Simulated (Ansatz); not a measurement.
Consider the atomization: `N[SiH2][SiH](N)Cl` → Cl• + 7 H• + 2 N• + 2 Si•.

Gas-phase electronic energies from Ansatz, PBE0-D4/def2-TZVP geometries. CBS: MP2 limit from def2 TZ/QZ plus the TZ coupled-cluster correction, frozen cores. This one scheme is used for every species, atoms too. For atomizations the MP2-based limit and the directly extrapolated one differ by several kJ/mol either way, and by 10 to 25 for some Ge, Se and Sn compounds, so smaller differences from it don't rank the levels. Functionals use def2-TZVPP. No spin–orbit coupling; open shells (•) take unrestricted orbitals. Spin–orbit coupling would lower the free atoms: a little for Cl, Si. One conformer a species, not always the lowest.

(1) What is ΔE at CCSD(T)/CBS? (Estimate.)

(2) What do these levels give: r2SCAN-D4, B97M-V, revPBE, BLYP, LC-ωPBE, MP2/def2-SVP? (Best estimate.)

Largest T1 diagnostic among the species: 0.012.

## Answers

(1) Computed: +40.92 eV.

(2) The calculation gave: r2SCAN-D4 40.67, B97M-V 40.97, revPBE 39.42, BLYP 40.06, LC-ωPBE 40.42, MP2/def2-SVP 37.36 eV.

From BLYP to BHLYP (50 % exact exchange), in def2-TZVPP and without D4, ΔE moves by −0.55 eV: exact exchange takes away binding that semilocal exchange gives to molecules. At CCSD(T), def2-SVP lies −3.73 eV from the extrapolated value and def2-TZVPP −1.42 eV: correlation converges slowly with the basis, and small sets miss more of it in the bonded molecule than in its fragments.
